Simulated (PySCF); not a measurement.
Radial density of Te⁺ (tellurium, charge +1)

BLYP, [Kr] 4d10 5s1 5p3 6s1, high-spin 6S determinant (an excited configuration). Calculation: PySCF 2.14, in aug-cc-pwCVTZ-DK3; the spin-free X2C one-electron Hamiltonian (Gaussian nucleus).

| r (bohr) | 4πr²ρ (e/bohr) | 4πr²(ρα − ρβ) |
| --- | --- | --- |
| 0.0279 | 62.26 | 0.0294 |
| 0.0470 | 61.63 | 0.0735 |
| 0.0790 | 85.96 | 0.0940 |
| 0.133 | 67.03 | -0.0106 |
| 0.224 | 70.41 | 0.2262 |
| 0.376 | 42.40 | 0.0014 |
| 0.632 | 25.39 | 0.5333 |
| 1.06 | 15.48 | 0.1016 |
| 1.79 | 3.738 | 2.3645 |
| 3.01 | 1.077 | 1.0622 |
| 5.06 | 0.2957 | 0.2957 |
| 8.52 | 0.02084 | 0.0208 |

Densities and radii are taken from the X2C orbitals without a picture-change correction, which distorts them close to the nucleus.

The outer electron is Rydberg-like, and this basis confines it to a smaller radius and binds it less than a complete one would.

Where is the radial spin density 4πr²(ρα − ρβ) most negative, and why is it negative at all?

Around r = 0.133 bohr, down to -0.0106 e/bohr: exchange with the open shell polarises the paired shells in an unrestricted calculation.
